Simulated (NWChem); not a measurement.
System meant: PbHOCl, singlet; SMILES [OH][Pb][Cl]

The following NWChem deck was run.

```
start job
memory heap 200 mb stack 900 mb global 1100 mb
geometry units angstroms noautoz
  Pb     0.188372     0.367344     0.000000
  Cl    -0.178596    -2.110420     0.000000
  O     -1.888849     0.867530     0.000000
  H     -1.997553     1.840700     0.000000
end
basis spherical
  Pb library def2-svp
  Cl library def2-svp
  O library def2-svp
  H library def2-svp
end
ecp
  Pb library def2-ecp
end
dft
  xc b3lyp
  iterations 4
  mulliken
end
task dft energy
```

End of the output:

```
    Atom       Charge   Shell Charges
 -----------   ------   -------------------------------------------------------
    1 Pb  22    21.56   1.49  0.48  1.11  0.78  3.09  2.70  1.00  0.65  9.32  0.94
    2 Cl  17    17.19   2.00  1.96  1.07  0.83  5.82  2.26  3.24  0.01
    3 O    8     8.31   1.97  0.93  0.67  2.65  2.08  0.01
    4 H    1     0.94   0.56  0.20  0.18

 center of mass
 --------------
 x =   0.08882011 y =   0.07867184 z =   0.00000000

 moments of inertia (a.u.)
 ------------------
         707.127925154482          -0.000000000000           0.000000000000
          -0.000000000000         248.317485873439           0.000000000000
           0.000000000000           0.000000000000         955.445411027922

     Multipole analysis of the density
     ---------------------------------

     L   x y z        total         alpha         beta         nuclear
     -   - - -        -----         -----         ----         -------
     0   0 0 0     -0.000000    -24.000000    -24.000000     48.000000

     1   1 0 0      1.011945     14.007370     14.007370    -27.002795
     1   0 1 0      1.791799     19.884575     19.884575    -37.977351
     1   0 0 1     -0.000000     -0.000000     -0.000000      0.000000

     2   2 0 0    -36.557609    -75.821693    -75.821693    115.085777
     2   1 1 0     -1.109949     14.142976     14.142976    -29.395900
     2   1 0 1     -0.000000     -0.000000     -0.000000      0.000000
     2   0 2 0    -34.984525   -177.339203   -177.339203    319.693881
     2   0 1 1     -0.000000     -0.000000     -0.000000      0.000000
     2   0 0 2    -31.903307    -15.951654    -15.951654      0.000000

 ------------------------------------------------------------------------
 dft energy failed                                                                                  0
 ------------------------------------------------------------------------
 ------------------------------------------------------------------------
  current input line :
    23: task dft energy
 ------------------------------------------------------------------------
 ------------------------------------------------------------------------
 This type of error is most commonly associated with calculations not reaching convergence criteria
 ------------------------------------------------------------------------
 For more information see the NWChem manual at https://nwchemgit.github.io

0:dft energy failed:Received an Error in Communication
```

**Question.** Find the fault in this run and fix the input.

**Answer.** Convergence was not reached. Cause: the SCF was allowed too few iterations. This input runs:
```
start job
memory heap 200 mb stack 900 mb global 1100 mb
geometry units angstroms noautoz
  Pb     0.188372     0.367344     0.000000
  Cl    -0.178596    -2.110420     0.000000
  O     -1.888849     0.867530     0.000000
  H     -1.997553     1.840700     0.000000
end
basis spherical
  Pb library def2-svp
  Cl library def2-svp
  O library def2-svp
  H library def2-svp
end
ecp
  Pb library def2-ecp
end
dft
  xc b3lyp
  iterations 150
  mulliken
end
task dft energy
```
It converges to -728.83913 Ha (B3LYP/def2-SVP with def2 effective core potentials on Pb).
